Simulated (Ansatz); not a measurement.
Computed with Ansatz on PBE0-D4/def2-TZVP structures; ΔE is electronic, products minus reactants. CCSD(T)/CBS adds triple-zeta CCSD(T) − MP2 to the extrapolated MP2 energy (def2 sets, frozen cores). Functionals use def2-TZVPP. B3LYP here is the variant with VWN-RPA as its local correlation; programs differ in this. One conformer a species, not always the lowest.

Consider the isomerisation: `C=N[SiH](C)Cl` → `C=C[SiH](N)Cl`.

| level | ΔE (kJ/mol) | difference from CCSD(T)/CBS |
| --- | --- | --- |
| PBE-D4 | -18.6 | 9.5 |
| r2SCAN-D4 | -20.7 | 7.4 |
| PBE0-D4 | -22.7 | 5.4 |
| B3LYP-D4 | -20.8 | 7.3 |
| B2PLYP | -21.4 | 6.7 |
| PBE | -18.1 | 10.0 |
| r2SCAN | -20.6 | 7.5 |
| PBE0 | -22.3 | 5.8 |
| B3LYP | -19.9 | 8.2 |
| HF/def2-TZVPP | -20.9 | 7.2 |
| SCS-MP2/def2-TZVPP | -22.0 | 6.1 |
| CCSD(T)/def2-TZVPP | -23.6 | 4.5 |
| MP2/def2-QZVPP | -27.8 | 0.3 |
| SCS-MP2/def2-QZVPP | -24.7 | 3.4 |
| MP2/CBS(def2) | -29.7 | -1.6 |
| CCSD/CBS(def2) | -28.7 | -0.6 |
| CCSD(T)/CBS | -28.1 | 0 |

Largest T1 diagnostic among the species: 0.011.

From PBE to PBE0 (25 % exact exchange), in def2-TZVPP and without D4, ΔE moves by −4.2 kJ/mol.
